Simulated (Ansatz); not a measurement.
Species: CdCl, net charge 1, singlet state. 
Structure (B3LYP-D3(BJ)/def2-TZVP (Ansatz, a program for electronic structure) minimum search):
SMILES: [Cl][Cd+]
```xyz
2

Cd     0.0000     0.0000    -0.5928
Cl     0.0000     0.0000     1.6737
```
Charge +1, spin multiplicity 1.

Basis-set convergence of Hartree-Fock and MP2 correlation energies (hartree) with Ansatz. Valence correlation only, unless marked. Spin-orbit coupling is left out. The frozen core is the preceding noble-gas configuration, with the filled d and f shells of earlier blocks. In def2 rows, elements after Kr have scalar-relativistic effective core potentials.

| basis | functions | E(HF) | E(corr, MP2) |
|---|---|---|---|
| def2-SVP | 49 | -625.92872 | -0.38319 |
| def2-TZVPP | 98 | -626.12509 | -0.59165 |
| def2-QZVPP | 158 | -626.14144 | -0.64718 |

Extrapolating the two largest sets (X = 3 and 4) as X^-3: E(corr) = (64·(-0.64718) - 27·(-0.59165))/37 = -0.6877 Eh, an estimate of the basis-set limit. The largest set recovers 94.1 % of it, the smallest 55.7 %.
